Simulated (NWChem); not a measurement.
A series in which one site is exchanged, each optimised at PBE0/def2-SVP with NWChem, gas phase unless a solvent is named. All stand in one matching conformer (torsions within 35°), which need not be the lowest. Some are not confirmed as minima by frequencies. def2 effective core potentials on In; no spin-orbit coupling.

A: [NH2][AlH][NH2] (AlN2H5; site = Al)
B: [NH2][InH][NH2] (InN2H5; site = In)
C: [NH2][GaH][NH2] (GaN₂H₅; site = Ga)
D: NBN (BN$_{2}$H$_{5}$; site = B)

| quantity | A | B | C | D |
|---|---|---|---|---|
| dipole (D), PBE0/def2-SVP | ? | 1.62 | 1.06 | 1.56 |
| orbital gap (eV), PBE0/def2-SVP | ? | 5.95 | 7.03 | 8.61 |
| vertical ionisation energy, ΔSCF, PBE/def2-SVP (eV) | ? | 8.08 | 8.34 | 8.85 |
| vertical ionisation energy, ΔSCF, B3LYP/def2-SVP (eV) | ? | 8.32 | 8.58 | 9.02 |
| lowest singlet excitation, B3LYP/def2-SVPD, TDA (eV) | ? | 4.75 | 5.36 | 5.93 |

Q: Fill in the missing entries.

A: 
- dipole (D), PBE0/def2-SVP, A: 1.42
- orbital gap (eV), PBE0/def2-SVP, A: 7.44
- vertical ionisation energy, ΔSCF, PBE/def2-SVP (eV), A: 8.54
- vertical ionisation energy, ΔSCF, B3LYP/def2-SVP (eV), A: 8.80
- lowest singlet excitation, B3LYP/def2-SVPD, TDA (eV), A: 5.51
